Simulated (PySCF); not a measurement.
GaF₃, SMILES [F][Ga]([F])[F]. Heavy atoms are numbered as in [Ga:1]([F:2])([F:3])[F:4].

Coordinates come from a B3LYP-D3(BJ)/def2-SVP optimisation. The isomer is the one that the SMILES or the coordinates give; other isomers of the formula were not compared.

All values below come from B3LYP/pcSseg-2 (PySCF).

GIAO shieldings, no solvent; atoms alike by connectivity are averaged. δ = σ(ref) − σ: ¹⁹F against CFCl3 (σ = 159.6 ppm), references at their B3LYP-D3(BJ)/def2-TZVP geometries, non-relativistic.

Computed chemical shifts:
| nucleus | atoms | count | δ (ppm) |
|---|---|---|---|
| ¹⁹F | F2 | 3 | -207.2 |
